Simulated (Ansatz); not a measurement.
Gas-phase electronic energies from Ansatz, PBE0-D4/def2-TZVP geometries. CCSD(T)/CBS adds triple-zeta CCSD(T) − MP2 to the extrapolated MP2 energy (def2 sets, frozen cores). Functionals use def2-TZVPP. Each species was taken in one conformer, which may not be the lowest.

Reaction (formal exchange of groups at the Al–C bond): `C=C[C](=C)[AlH2]` + `CBC(C)F` → `CB[CH](F)[AlH2]` + `C=CC(=C)C`

| level | ΔE (kJ/mol) | difference from CCSD(T)/CBS |
| --- | --- | --- |
| PBE-D4 | -24.1 | -21.3 |
| r2SCAN-D4 | -15.6 | -12.8 |
| PBE0 | -12.2 | -9.4 |
| MP2/def2-TZVPP | -4.3 | -1.5 |
| CCSD/def2-TZVPP | 6.8 | 9.6 |
| CCSD(T)/def2-TZVPP | -1.5 | 1.3 |
| HF/def2-QZVPP | 49.7 | 52.5 |
| MP2/def2-QZVPP | -5.4 | -2.6 |
| SCS-MP2/def2-QZVPP | 5.1 | 7.9 |
| CCSD/CBS(def2) | 5.5 | 8.3 |
| CCSD(T)/CBS | -2.8 | 0 |

Largest T1 diagnostic among the species: 0.013.

The D4 term adds −4.2 kJ/mol with B3LYP and −2.0 kJ/mol with PBE0; it sums over pairs of atoms, weighted by their polarisabilities, and B3LYP, whose exchange is more repulsive, gets the larger term. In def2-TZVPP, CCSD(T) changes the Hartree–Fock value by −52.0 kJ/mol (the triples alone add −8.3 kJ/mol) and MP2 by −54.8 kJ/mol. From PBE to PBE0 (25 % exact exchange), in def2-TZVPP and without D4, ΔE moves by +9.3 kJ/mol.

B3LYP here is the variant with VWN-RPA as its local correlation; programs differ in this.
